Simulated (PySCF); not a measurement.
Job file and geometry (Å, from GFN2-xTB) of an NMR shielding run on `B(C(OC)(C)OC)B(C)C`, C₆H₁₆B₂O₂, GIAO PBE0/pcSseg-1 NMR shielding, non-relativistic, gas phase in PySCF; density fitting, a coarse starting grid and PySCF grid level 2 are the driver's defaults:

```
$ OMP_NUM_THREADS=1 python probes_run.py task.json out

{"job": {"kind": "nmr", "xc": "PBE0", "basis": "pcSseg-1"}, "charge": 0, "multiplicity": 1}
C     -1.996381     1.483199    -0.855125
O     -0.814946     0.749363    -0.606388
C     -0.900595    -0.253592     0.403475
C     -1.354544     0.339261     1.753445
B      0.562259    -0.878550     0.675841
B      1.885977    -0.046652     0.218154
C      2.454329    -0.236748    -1.251076
C      2.649595     1.010232     1.121955
O     -1.905991    -1.199266     0.049481
C     -1.590298    -1.969325    -1.084568
H     -1.873116     1.935576    -1.838789
H     -2.874144     0.831063    -0.861216
H     -2.139358     2.275160    -0.111821
H     -2.414485     0.577436     1.707833
H     -0.780800     1.236781     1.966430
H     -1.198954    -0.388075     2.543937
H      0.529408    -1.925053     1.204246
H      2.399014    -1.259927    -1.616493
H      3.472149     0.121210    -1.387560
H      1.811539     0.353551    -1.904347
H      3.601492     0.578882     1.432815
H      2.121974     1.304484     2.025765
H      2.894818     1.912399     0.565153
H     -1.359238    -1.333358    -1.945621
H     -2.470130    -2.573626    -1.301116
H     -0.730619    -2.621813    -0.891137
```

Task: Write the output of this run.

Result: 
```
coarse grid: 20784 points
cycle   1  E = -437.5722320954  dE =  8.977e-01  |g| = 8.241e-01  |ddm| = 4.297e+00
cycle   2  E = -437.4793316299  dE =  9.290e-02  |g| = 1.103e+00  |ddm| = 1.785e+00
cycle   3  E = -437.7115739787  dE = -2.322e-01  |g| = 1.141e-01  |ddm| = 1.143e+00
cycle   4  E = -437.7138870224  dE = -2.313e-03  |g| = 3.790e-02  |ddm| = 1.208e-01
cycle   5  E = -437.7142091604  dE = -3.221e-04  |g| = 7.736e-03  |ddm| = 3.850e-02
cycle   6  E = -437.7142233022  dE = -1.414e-05  |g| = 2.289e-03  |ddm| = 1.021e-02
cycle   7  E = -437.7142246244  dE = -1.322e-06  |g| = 5.879e-04  |ddm| = 3.179e-03
final grid: 198032 points
cycle   8  E = -437.7912973341  dE = -6.782e-05  |g| = 1.587e-02  |ddm| = 4.783e-02
cycle   9  E = -437.7912593510  dE =  3.798e-05  |g| = 2.172e-02  |ddm| = 2.601e-02
cycle  10  E = -437.7913474917  dE = -8.814e-05  |g| = 1.828e-03  |ddm| = 1.603e-02
cycle  11  E = -437.7913482049  dE = -7.132e-07  |g| = 1.868e-04  |ddm| = 2.040e-03
cycle  12  E = -437.7913482114  dE = -6.486e-09  |g| = 9.481e-05  |ddm| = 2.932e-04
cycle  13  E = -437.7913482134  dE = -1.966e-09  |g| = 3.420e-05  |ddm| = 1.164e-04
cycle  14  E = -437.7913482136  dE = -1.982e-10  |g| = 9.768e-06  |ddm| = 3.532e-05
converged SCF energy = -437.7913482136

GIAO shielding tensors (ppm)
atom      isotropic    diamagn.    paramagn.     s11        s22        s33       span
  0 C      138.542     245.176    -106.635    110.131    120.930    184.565     74.434
  1 O      277.357     403.218    -125.861    210.948    284.863    336.261    125.312
  2 C       73.631     248.906    -175.275     59.677     71.305     89.911     30.234
  3 C      169.422     252.025     -82.603    144.778    173.501    189.986     45.208
  4 B       -4.734     194.877    -199.611   -122.759     -9.665    118.223    240.982
  5 B        1.101     193.296    -192.195    -85.176    -36.011    124.491    209.667
  6 C      172.515     254.390     -81.874    148.872    178.531    190.142     41.270
  7 C      172.049     252.939     -80.891    149.230    178.894    188.021     38.791
  8 O      259.896     397.966    -138.070    212.622    245.426    321.641    109.019
  9 C      130.707     247.465    -116.757     96.387    111.328    184.408     88.021
 10 H       28.399      30.307      -1.908     24.097     26.385     34.716     10.619
 11 H       27.860      30.964      -3.104     23.441     26.791     33.349      9.908
 12 H       28.454      30.729      -2.274     24.090     26.471     34.802     10.712
 13 H       29.824      31.687      -1.863     26.544     28.736     34.191      7.647
 14 H       30.990      33.119      -2.128     26.906     28.886     37.178     10.272
 15 H       30.649      31.478      -0.830     26.872     28.518     36.556      9.683
 16 H       22.196      32.599     -10.403     11.097     26.126     29.365     18.268
 17 H       30.497      32.251      -1.755     26.567     29.809     35.115      8.548
 18 H       30.761      30.370       0.391     27.214     29.464     35.605      8.391
 19 H       30.786      33.589      -2.803     26.854     29.236     36.268      9.414
 20 H       31.115      28.908       2.207     26.879     29.137     37.328     10.450
 21 H       30.390      32.818      -2.428     26.746     29.796     34.629      7.883
 22 H       30.652      31.393      -0.742     28.022     29.001     34.931      6.909
 23 H       27.865      32.619      -4.754     23.977     26.547     33.070      9.093
 24 H       28.086      29.106      -1.020     24.022     25.651     34.585     10.563
 25 H       28.601      31.673      -3.073     24.725     26.545     34.532      9.808
```

Size and cost of the density-fitted run: 250 basis functions, 120 s wall time on 1 thread of an Arm Neoverse N1, shared host; peak memory 1.1 GiB.
